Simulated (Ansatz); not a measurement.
```yaml
crystal:
  periodic: [false, false, false]
  atoms:
    - {symbol: K, position_ang: [0.795259, 0.748913, -1.821114]}
    - {symbol: I, position_ang: [-1.380747, 2.067735, 0.247470]}
    - {symbol: K, position_ang: [-0.798883, -0.751056, 1.818610]}
    - {symbol: I, position_ang: [1.384370, -2.065602, -0.244966]}
basis:
  gaussian: {orbitals: def2-SVPD}
hamiltonian: {xc: {name: HF}, pseudopotentials: {relativity: none}}
correlation: {method: ccsd_t, diis_vectors: 4}
scf: {omitted_lower_state_checks: [starts]}
```

```sh
$ ansatz run in.yaml --threads 4 --pin off --events-out ev --progress --plain --max-ram 3916MiB
```

Shortened log:

```
Functional definition: HF
1402 factors; integrals over basis functions are off by at most 1.4e-4 eV
mean field evaluation 1: about -48754.0276 eV, gradient 1.5e1 eV
mean field evaluation 2: about -48754.1341 eV, gradient 1.5e1 eV
mean field evaluation 4: about -48754.9959 eV, gradient 5.8e-1 eV
mean field evaluation 8: about -48755.0020 eV, gradient 2.4e-4 eV
mean field -48755.00199725 eV, -1791.7132760715 hartree, gradient 2.4e-6 eV, S^2 0.000000; 0 other end points of the search recorded, 0 dependent functions left out
18 core orbitals not correlated: weight in the atoms' cores, before any rotation towards them, 1.000 or more for the frozen orbitals, at most 0.000 for the correlated occupied ones
reference -48755.00199725 eV, -1791.7132760715 hartree; 26, 26 occupied and 80, 80 virtual orbitals, 1402 factors
second order -9.82592896 eV of doubles, -0.00000000 eV of singles
cycle   1  -10.26784797 eV  change   -4.4e-1 eV  update   5.9e-2
cycle   2  -10.41236269 eV  change   -1.4e-1 eV  update   1.6e-2
cycle   3  -10.43043452 eV  change   -1.8e-2 eV  update   6.9e-3
cycle   4  -10.42732078 eV  change    3.1e-3 eV  update   1.8e-3
cycle   5  -10.42665476 eV  change    6.7e-4 eV  update   6.5e-4
cycle   6  -10.42659184 eV  change    6.3e-5 eV  update   2.2e-4
cycle   7  -10.42664218 eV  change   -5.0e-5 eV  update   6.9e-5
cycle   8  -10.42668161 eV  change   -3.9e-5 eV  update   2.7e-5
cycle   9  -10.42669754 eV  change   -1.6e-5 eV  update   9.7e-6
perturbative correction -0.19902715 eV, -0.0073141128 hartree
Total energy: -48765.62772193 eV, -1792.1037642513 hartree
Checks for a lower state left out: starts
```

It took 21 s on 4 threads of Arm Neoverse V1 on a shared host, peak host memory 0.78 GiB.

In the def2 sets I takes a core potential; there is no spin–orbit coupling. Correlated methods freeze 18 core orbitals; core or outer-core shells of K, I are correlated, in sets that lack core-valence functions.
